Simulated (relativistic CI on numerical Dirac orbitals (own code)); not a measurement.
## Slater and spin-orbit integrals, Re27+

These numbers are calculated, not measured: Dirac-Coulomb-Breit CI, KLI orbitals optimised for each configuration, a model potential for QED, unscaled Slater integrals (own radial code, finite nucleus).

Slater integrals F^k, G^k are unscaled and averaged over j, outside the closed core [Ar] 3d10; ζ comes from projecting the Hamiltonian with its Breit term on Σ l·s of the shell.

- 4s2 4p6 4d10 4f2: F^2(4f,4f) = 241580, F^4(4f,4f) = 157340, F^6(4f,4f) = 115020, ζ(4f) = 8876.3 cm⁻¹; <r>(4f) = 0.4332, <r^2>(4f) = 0.2151 (bohr units).
- 4s2 4p6 4d9 4f3: ζ(4d) = 53691, F^2(4f,4f) = 241190, F^4(4f,4f) = 157080, F^6(4f,4f) = 114820, F^2(4d,4f) = 223740, F^4(4d,4f) = 145860, G^1(4d,4f) = 240550, G^3(4d,4f) = 162430, G^5(4d,4f) = 118320, ζ(4f) = 8790.9 cm⁻¹; <r>(4d) = 0.4476, <r^2>(4d) = 0.2292, <r>(4f) = 0.4337, <r^2>(4f) = 0.2158 (bohr units).
- 4s2 4p6 4d10 4f 5s: ζ(4f) = 9108.4, G^3(4f,5s) = 33507 cm⁻¹; <r>(4f) = 0.4292, <r^2>(4f) = 0.2111, <r>(5s) = 0.7746, <r^2>(5s) = 0.6687 (bohr units).

Averages of the first 10 configurations, taken without configuration mixing, which lowers the lowest level and can move excited configurations by several eV; other configurations of the list can lie among them:

| Configuration | Parity | States | Average energy above the lowest level (eV) |
| --- | --- | --- | --- |
| 4s2 4p6 4d10 4f2 | even | 91 | 7.4 |
| 4s2 4p6 4d9 4f3 | odd | 3640 | 226.4 |
| 4s2 4p6 4d10 4f 5s | odd | 28 | 143.5 |
| 4s2 4p6 4d10 4f 5p | even | 84 | 207.7 |
| 4s2 4p6 4d10 5s2 | even | 1 | 290.6 |
| 4s2 4p6 4d10 5s 5p | odd | 12 | 351.8 |
| 4s2 4p5 4d10 4f3 | even | 2184 | 446.4 |
| 4s2 4p6 4d10 4f 5d | odd | 140 | 292.9 |
| 4s2 4p6 4d10 5p2 | even | 15 | 418.7 |
| 4s2 4p6 4d10 5s 5d | even | 20 | 439.4 |
